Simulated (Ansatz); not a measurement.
Cost and result for the atomization energy of `B1S[SiH2][Se]1` (7 atoms, 7 bonds).

Charge 0, multiplicity 1. Correlated methods include outer-core shells of Se, which these sets cover unevenly. Scalar relativity is left out up to krypton. Geometry: relaxed with PBE0-D4/def2-TZVP. Program: Ansatz. All runs use 2 threads of an Arm Neoverse V1 on a shared host. Times are those of one run each, without the atoms' runs, and a repeat can differ threefold. Electronic energies, without spin–orbit coupling; frozen cores. CCSD(T)/CBS adds CCSD(T) − MP2 in def2-TZVPP to the MP2 limit, and its time is that of the two runs behind it. T1 = 0.013. With those shells the extrapolation isn't a true limit. B3LYP takes the VWN-RPA correlation (the form of Gaussian; ORCA's B3LYP/G). HSE06 is the plane-wave form, built on full-range PBE exchange.

CCSD(T)/CBS is a level of theory with its own doubt, some kJ/mol a heavy atom from the limit and from the frozen cores, so smaller differences don't rank the functionals.

```tsv
level	functions	wall time	atomization (kcal/mol)	difference from CCSD(T)/CBS	per bond
LDA (SPW92)/def2-TZVPP	205	1.9 s	637.0	78.6	11.2
CCSD(T)/def2-SVP	97	5.5 s	514.8	-43.6	-6.2
PBE0-D4/def2-TZVPP	205	5.5 s	561.3	2.9	0.4
CAM-B3LYP-D4/def2-TZVPP	205	6.5 s	552.0	-6.4	-0.9
HSE06-D4/def2-TZVPP	205	7 s	561.6	3.2	0.5
B3LYP-D4/def2-TZVPP (with forces)	205	8 s	553.2	-5.2	-0.7
r2SCANh-D4/def2-TZVPP	205	9.5 s	562.0	3.6	0.5
B2PLYP/def2-TZVPP	205	10 s	547.6	-10.8	-1.5
ωB97X-V/def2-TZVPP	205	16 s	562.5	4.1	0.6
ωB97M-V/def2-TZVPP (with forces)	205	24 s	559.2	0.8	0.1
MP2/def2-QZVPP	376	26 s	563.7	5.3	0.8
CCSD(T)/def2-TZVPP	205	120 s	540.0	-18.4	-2.6
CCSD(T)/CBS(def2)	–	2.4 min	558.4	0.0	0.0
```

From PBE to PBE0 (25 % exact exchange), in def2-TZVPP and without D4, the atomization energy moves by −5.3 kcal/mol: exact exchange takes away binding that semilocal exchange gives to molecules. Leaving LDA and LC-ωPBE aside and taking each functional with its dispersion term where it has one, the values, not all of them listed here, spread over 24.8 kcal/mol, from BHLYP-D4 to PBE-D4. LDA lies +75.0 kcal/mol from PBE without D4, its usual overbinding. In def2-TZVPP, CCSD(T) changes the Hartree–Fock value by +131.5 kcal/mol (the triples alone add +11.5 kcal/mol) and MP2 by +144.6 kcal/mol; breaking electron pairs costs correlation energy, which Hartree–Fock lacks.
